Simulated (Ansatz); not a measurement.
```yaml
crystal:
  periodic: [false, false, false]
  atoms:
    - {symbol: B, position_ang: [0.003645, 2.267799, 0.210610]}
    - {symbol: N, position_ang: [-1.321320, 1.487387, -0.201342]}
    - {symbol: B, position_ang: [-1.111016, 0.845936, 1.106835]}
    - {symbol: N, position_ang: [0.001074, 1.622583, 1.668272]}
    - {symbol: B, position_ang: [1.111645, 0.842106, 1.109017]}
    - {symbol: N, position_ang: [1.326737, 1.482896, -0.198736]}
    - {symbol: B, position_ang: [1.155888, 0.569554, -1.272809]}
    - {symbol: N, position_ang: [0.003277, 0.607577, -2.255752]}
    - {symbol: B, position_ang: [-1.151386, 0.573460, -1.275081]}
    - {symbol: N, position_ang: [-1.337445, -0.946409, -1.190496]}
    - {symbol: B, position_ang: [0.000430, -0.792938, -1.804318]}
    - {symbol: N, position_ang: [1.336607, -0.950949, -1.187860]}
    - {symbol: B, position_ang: [-1.161714, -1.439508, 0.164785]}
    - {symbol: N, position_ang: [-1.336447, -0.595880, 1.391465]}
    - {symbol: N, position_ang: [1.331666, -0.600421, 1.394095]}
    - {symbol: B, position_ang: [1.156504, -1.443424, 0.167062]}
    - {symbol: N, position_ang: [-0.004542, -2.324364, 0.596459]}
    - {symbol: B, position_ang: [-0.003623, -1.205404, 1.577805]}
basis:
  gaussian: {orbitals: def2-TZVP, initial_orbitals: start.molden}
total_charge: -1
magnetization: {spin_polarized: true, initial_magnetization: 1}
hamiltonian: {xc: pbe0, dispersion: d4}
scf: {omitted_lower_state_checks: [starts]}
output: {orbitals: {seedname: orbitals}}
```

The file start.molden holds the orbitals of an earlier run on this structure, at another level or in another basis.

```sh
$ ansatz run in.yaml --threads 4 --pin off --events-out ev --progress --plain --max-ram 6963MiB
```

Q: Does this run fit into the memory that it is given?

A: No. It has 558 basis functions, and Ansatz plans for 11 GiB where 7 GiB are given.
